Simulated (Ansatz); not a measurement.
Consider the ligand exchange at the Hf–S bond: `[SH][Hf]([Cl])([Cl])[Cl]` + silanol → `[SiH3][O][Hf]([Cl])([Cl])[Cl]` + H₂S.

Gas-phase electronic energies from Ansatz, PBE0-D4/def2-TZVP geometries. CCSD(T)/CBS is the MP2 limit (def2-TZVPP, def2-QZVPP) plus CCSD(T) − MP2 in def2-TZVPP, frozen cores. This one scheme is used for every species. DFT in def2-TZVPP. Elements past krypton have def2 core potentials. For Hf outer-core shells are correlated without core-valence functions, which leaves a few kJ/mol of doubt a bond. One conformer a species, not always the lowest.

`[SH][Hf]([Cl])([Cl])[Cl]`:

Z-matrix (Å, degrees):
```
Hf
Cl 1 2.318
Cl 1 2.325 2 112.0
S 1 2.414 2 105.9 3 118.9
Cl 1 2.325 2 112.0 3 -122.2
H 4 1.349 1 90.6 2 -180.0
```

`O[SiH3]`:

Z-matrix (Å, degrees):
```
Si
O 1 1.648
H 1 1.489 2 111.7
H 1 1.489 2 111.7 3 120.9
H 1 1.481 2 105.9 3 -119.6
H 2 0.957 1 117.9 3 -60.5
```

`[SiH3][O][Hf]([Cl])([Cl])[Cl]`:

```xyz
9

Si   -1.448   -1.148    0.016
O    -0.155   -0.121    0.003
Hf    1.334    1.058   -0.014
Cl    2.498    0.745   -2.013
Cl    0.542    3.249    0.136
Cl    2.696    0.554    1.813
H    -1.187   -2.234    0.992
H    -1.622   -1.714   -1.343
H    -2.658   -0.387    0.411
```

H₂S:

```xyz
3

S     0.206   -0.576   -0.100
H    -0.685    0.213   -0.719
H     0.479    0.362    0.819
```

```
             level  ΔE (kJ/mol)  difference from CCSD(T)/CBS
            PBE-D4        -67.3                          9.3
          PBE-QIDH        -72.6                          4.0
               PBE        -66.8                          9.8
            r2SCAN        -72.3                          4.3
RPA@PBE/def2-TZVPP        -82.7                         -6.1
       HF/def2-SVP       -103.3                        -26.7
      MP2/def2-SVP        -97.9                        -21.3
    MP2/def2-QZVPP        -73.7                          2.9
SCS-MP2/def2-QZVPP        -80.2                         -3.6
      HF/CBS(def2)        -93.5                        -16.9
       CCSD(T)/CBS        -76.6                            0
```

Largest T1 diagnostic among the species: 0.014.

At CCSD(T), def2-SVP lies −24.8 kJ/mol from the extrapolated value and def2-TZVPP −4.7 kJ/mol. In def2-TZVPP, CCSD(T) changes the Hartree–Fock value by +10.6 kJ/mol (the triples alone add +3.9 kJ/mol) and MP2 by +16.0 kJ/mol. Leaving LDA and LC-ωPBE aside and taking each functional with its dispersion term where it has one, the values, not all of them listed here, spread over 20.2 kJ/mol, from CAM-B3LYP-D4 to PBE-D4.
